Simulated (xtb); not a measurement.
Cl3SW (SMILES [S]=[W]([Cl])([Cl])[Cl]), doublet, at a GFN2-xTB geometry (such geometries of metal compounds can be far from the true shape) (the multiplicity is a formal guess); GFN1-xTB (xtb).

Here is a job for xtb.
```
$ xtb mol.xyz --gfn 1 --uhf 1 --acc 30 --json

# file mol.xyz
5

W      0.12070208     0.00324171     0.05559254
S      1.58902874    -0.87290878    -1.27642262
Cl     0.64241926     0.78946833     1.98969859
Cl    -1.06414172     1.47005103    -1.18127642
Cl    -1.59924304    -1.45206913     0.15092572
```

Task: Predict the main parts of the log of this xtb run.

Result: 
```
   ID    Z sym.   atoms
    1   74 W      1
    2   16 S      2
    3   17 Cl     3-5

           -------------------------------------------------
          |                Calculation Setup                |
           -------------------------------------------------

           -------------------------------------------------
          |                 G F N 1 - x T B                 |
           -------------------------------------------------

          ...................................................
          :                      SETUP                      :
          :.................................................:
          :  # basis functions                  50          :
          :  # atomic orbitals                  45          :
          :  # shells                           15          :
          :  # electrons                        33          :
          :  # halogen bonds                     3          :
          :  max. iterations                   250          :
          :  Hamiltonian                  GFN1-xTB          :
          :  restarted?                      false          :
          :  GBSA solvation                  false          :
          :  PC potential                    false          :
          :  electronic temp.          300.0000000     K    :
          :  accuracy                   30.0000000          :
          :  -> integral cutoff          0.2000000E+02      :
          :  -> integral neglect         0.3000000E-06      :
          :  -> SCF convergence          0.3000000E-04 Eh   :
          :  -> wf. convergence          0.6000000E-03 e    :
          :  Broyden damping             0.4000000          :
          :  net charge                          0          :
          :  unpaired electrons                  1          :
          ...................................................

 iter      E             dE          RMSdq      gap      omega  full diag
   1    -18.9224769 -0.189225E+02  0.798E+00    0.52       0.0  T
   2    -18.9228460 -0.369103E-03  0.476E+00    0.44       1.0  T
   3    -18.8641330  0.587129E-01  0.387E+00    0.58       1.0  T
   4    -18.9267762 -0.626432E-01  0.316E-01    0.47       1.0  T
   5    -18.9269237 -0.147444E-03  0.700E-02    0.47       1.0  T
   6    -18.9269412 -0.175531E-04  0.107E-02    0.47       4.2  T
   7    -18.9269412 -0.192564E-07  0.109E-03    0.47      41.1  T
   8    -18.9269412 -0.106605E-08  0.633E-04    0.47      70.7  T

   *** convergence criteria satisfied after 8 iterations ***

         :::::::::::::::::::::::::::::::::::::::::::::::::::::
         ::                     SUMMARY                     ::
         :::::::::::::::::::::::::::::::::::::::::::::::::::::
         :: total energy             -18.860995809410 Eh    ::
         :: gradient norm              0.046538515407 Eh/a0 ::
         :: HOMO-LUMO gap              0.467128574660 eV    ::
         ::.................................................::
         :: SCC energy               -18.926941247717 Eh    ::
         :: -> electrostatic           0.037287823328 Eh    ::
         :: repulsion energy           0.069548245462 Eh    ::
         :: dispersion energy         -0.003602807155 Eh    ::
         :: halogen bond corr.         0.000000000000 Eh    ::
         :: add. restraining           0.000000000000 Eh    ::
         :: total charge              -0.000000000000 e     ::
         :::::::::::::::::::::::::::::::::::::::::::::::::::::

           -------------------------------------------------
          |                Property Printout                |
           -------------------------------------------------

    * Orbital Energies and Occupations

         #    Occupation            Energy/Eh            Energy/eV
      -------------------------------------------------------------
         1        2.0000           -0.9651675             -26.2635
       ...           ...                  ...                  ...
         5        2.0000           -0.5403953             -14.7049
         6        2.0000           -0.5331947             -14.5090
         7        2.0000           -0.5331365             -14.5074
         8        2.0000           -0.5255709             -14.3015
         9        2.0000           -0.5212967             -14.1852
        10        2.0000           -0.5177183             -14.0878
        11        2.0000           -0.5105314             -13.8923
        12        2.0000           -0.5052856             -13.7495
        13        2.0000           -0.4919395             -13.3864
        14        2.0000           -0.4660131             -12.6809
        15        2.0000           -0.4532317             -12.3331
        16        2.0000           -0.4497404             -12.2381
        17        0.9999           -0.3525513              -9.5934 (HOMO)
        18        0.0001           -0.3353846              -9.1263 (LUMO)
        19                         -0.2780143              -7.5652
        20                         -0.2715656              -7.3897
        21                         -0.2641988              -7.1892
        22                         -0.0894789              -2.4348
        23                         -0.0892782              -2.4294
        24                         -0.0858467              -2.3360
        25                         -0.0790495              -2.1510
        26                         -0.0773009              -2.1035
        27                         -0.0687688              -1.8713
        28                         -0.0682002              -1.8558
       ...                                ...                  ...
        45                          0.6869583              18.6931
      -------------------------------------------------------------
                  HL-Gap            0.0171667 Eh            0.4671 eV
             Fermi-level           -0.3725569 Eh          -10.1378 eV

  Mulliken/CM5 charges         n(s)   n(p)   n(d)
     1W     0.93063  1.34044   0.356  0.864  3.849
     2S    -0.25438 -0.39714   1.860  4.407 -0.013
     3Cl   -0.19007 -0.29493   1.871  5.328 -0.009
     4Cl   -0.24309 -0.32418   1.872  5.375 -0.004
     5Cl   -0.24309 -0.32418   1.872  5.375 -0.004

Wiberg/Mayer (AO) data.
largest (>0.10) Wiberg bond orders for each atom

 ---------------------------------------------------------------------------
     #   Z sym  total        # sym  WBO       # sym  WBO       # sym  WBO
 ---------------------------------------------------------------------------
     1  74 W    5.851 --     2 S    2.311     3 Cl   1.235     4 Cl   1.153
                             5 Cl   1.153
     2  16 S    2.565 --     1 W    2.311
     3  17 Cl   1.405 --     1 W    1.235
     4  17 Cl   1.300 --     1 W    1.153
     5  17 Cl   1.300 --     1 W    1.153
 ---------------------------------------------------------------------------

Topologies differ in total number of bonds
Writing topology from bond orders to xtbtopo.mol

 dipole moment from electron density (au)
     X       Y       Z
   0.4128   0.3883   1.0175  total (Debye):    2.960

           -------------------------------------------------
          | TOTAL ENERGY              -18.860995809410 Eh   |
          | GRADIENT NORM               0.046538515407 Eh/α |
          | HOMO-LUMO GAP               0.467128574660 eV   |
           -------------------------------------------------

normal termination of xtb
```
